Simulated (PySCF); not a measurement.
## Magnetic susceptibility: `C=CCC[Se]C=C`, C$_{6}$H$_{10}$Se

Geometry:
```
atom   x (Å)   y (Å)   z (Å)
  C1  -2.163   0.857   1.310
  C2  -1.980   0.851   0.004
  C3  -1.186  -0.143  -0.789
  C4  -0.488  -1.223   0.020
 Se5   0.985  -0.533   1.142
  C6   2.232  -0.257  -0.261
  C7   3.378   0.390  -0.125
  H8  -2.751   1.620   1.789
  H9  -1.736   0.114   1.965
 H10  -2.433   1.624  -0.605
 H11  -0.444   0.407  -1.379
 H12  -1.861  -0.628  -1.504
 H13  -0.042  -1.971  -0.639
 H14  -1.182  -1.722   0.698
 H15   1.926  -0.700  -1.199
 H16   3.677   0.826   0.814
 H17   4.061   0.499  -0.951
```

Computed, not measured: GIAO CAM-B3LYP/pcSseg-1 magnetisability, rotational g tensor and spin-rotation constants, non-relativistic, gas phase in PySCF 2.14.0. Geometry: GFN2-xTB.

The calculation is non-relativistic, which matters for the atoms heavier than Zn.

**Question.** What are the magnetisability and the molar susceptibility?

**Answer.** Isotropic -1402 × 10⁻³⁰ J/T², or -84.4 × 10⁻⁶ cm³/mol; principal values -1541, -1400, -1265 × 10⁻³⁰ J/T², anisotropy 240 × 10⁻³⁰ J/T² (root of half the summed squared differences of the principal values). The susceptibility is in cgs units.

**Question.** Split it along the inertial axes a, b, c into diamagnetic and paramagnetic parts about the centre of mass, with the quadrupole moment.

**Answer.** 
| axis | χ (10⁻⁶ cm³/mol) | diamagnetic (10⁻⁶ cm³/mol) | paramagnetic (10⁻⁶ cm³/mol) | summed x² of all electrons (Å²) | quadrupole Θ (D Å) |
| --- | --- | --- | --- | --- | --- |
| a | -90.0 | -493.4 | 403.4 | 251.1 | -0.52 |
| b | -77.9 | -1270.8 | 1192.9 | 67.9 | +2.17 |
| c | -85.4 | -1353.5 | 1268.1 | 48.4 | -1.66 |

Anisotropies 2χaa − χbb − χcc = -16.6 and 2χbb − χaa − χcc = +19.5 × 10⁻⁶ cm³/mol. Θ is traceless in Buckingham's convention.

**Question.** And the rotational g tensor?

**Answer.** 
| axis | rotational constant (GHz) | g | nuclear part | electronic part |
| --- | --- | --- | --- | --- |
| a | 3.2406 | -0.0136 | 0.6006 | -0.6142 |
| b | 1.0469 | -0.0111 | 0.5756 | -0.5867 |
| c | 0.9658 | -0.0058 | 0.5695 | -0.5753 |

Asymmetric top; isotopes 12C, 1H, 80Se; no vibrational averaging.
